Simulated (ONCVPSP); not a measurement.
# An all-electron radial function and its pseudo partner (strontium)

Columns: radius, all-electron u(r) and pseudo u(r) of the 4p shell (level -22.54 eV) of strontium in the configuration [Ar] 3d10 4s2 4p6 5s2; BLYP, scalar-relativistic, ONCV scheme, ONCVPSP 4.0.1.

```tsv
r (bohr)	all-electron	pseudo
0.130	0.2016	0.0121
0.260	-0.2982	0.0513
0.390	-0.4334	0.1240
0.520	-0.2266	0.2330
0.650	0.0933	0.3722
0.780	0.3937	0.5250
0.910	0.6245	0.6692
1.040	0.7776	0.7845
1.170	0.8619	0.8581
1.300	0.8916	0.8879
1.430	0.8812	0.8796
1.560	0.8438	0.8434
1.690	0.7896	0.7895
1.820	0.7262	0.7262
1.950	0.6593	0.6592
2.080	0.5924	0.5923
2.210	0.5280	0.5280
2.340	0.4676	0.4675
2.470	0.4119	0.4118
2.600	0.3612	0.3612
2.730	0.3156	0.3156
2.860	0.2749	0.2749
2.990	0.2388	0.2388
3.120	0.2070	0.2069
3.250	0.1791	0.1790
3.380	0.1547	0.1546
```

How many radial nodes do the two functions have?

The all-electron 4p function has n − l − 1 = 2; the pseudo-wave has 0, since the states of the same l below it are removed with the core.

At about which radius was the pseudo-wave matched?

1.80 bohr. The columns agree to 0.0005 from 1.56 bohr on; several derivatives are matched, so the curves merge somewhat inside the radius.

Is the pseudo-wave norm-conserving?

Yes: the ONCV scheme keeps the norm inside the radius equal to the all-electron one, which fixes the energy derivative of the logarithmic derivative at the level.
